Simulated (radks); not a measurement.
The fluorine ion F+ inside a hard spherical wall (all orbitals vanish at R), configuration held at [He] 2s2 2p4 and not refilled when levels cross. Calculated with a radial shooting solver on a logarithmic mesh with Libxc functionals: non-relativistic Kohn-Sham, PBE, spin-polarised, spherical densities, point nucleus; open shells are filled with parallel spins first. Eigenvalues in eV for spin up, with the zero of energy where the potential of the charges vanishes at infinity; a dash marks a level that is unbound or too diffuse for the functional's potential to be trusted. A positive occupied level is held by the wall or, in an anion where self-interaction has pushed it up, behind a barrier. The pressure on the wall is -dE/dV.

| R (bohr) | E (hartree) | kinetic (hartree) | e(1s) | e(2s) | e(2p) | e(3s, empty) | e(3p, empty) | pressure (GPa) |
|---|---|---|---|---|---|---|---|---|
| free | -99.00983 | 98.791 | -683.70 | -48.881 | -29.916 | - | - | 0 |
| 20 | -99.00983 | 98.791 | -683.70 | -48.881 | -29.916 | - | - | < 0.0001 |
| 15 | -99.00983 | 98.791 | -683.70 | -48.881 | -29.916 | - | - | < 0.0001 |
| 10 | -99.00983 | 98.791 | -683.70 | -48.881 | -29.916 | - | - | < 0.0001 |
| 8 | -99.00983 | 98.791 | -683.70 | -48.881 | -29.916 | -6.597 | -3.661 | < 0.0001 |
| 7 | -99.00983 | 98.791 | -683.70 | -48.881 | -29.916 | -6.395 | -3.224 | 0.000205 |
| 4 | -99.00514 | 98.835 | -683.41 | -48.692 | -29.704 | 0.210 | 5.510 | 1.81 |
| 2 | -98.02428 | 103.301 | -665.20 | -36.191 | -15.809 | 86.836 | 87.394 | 1610 |
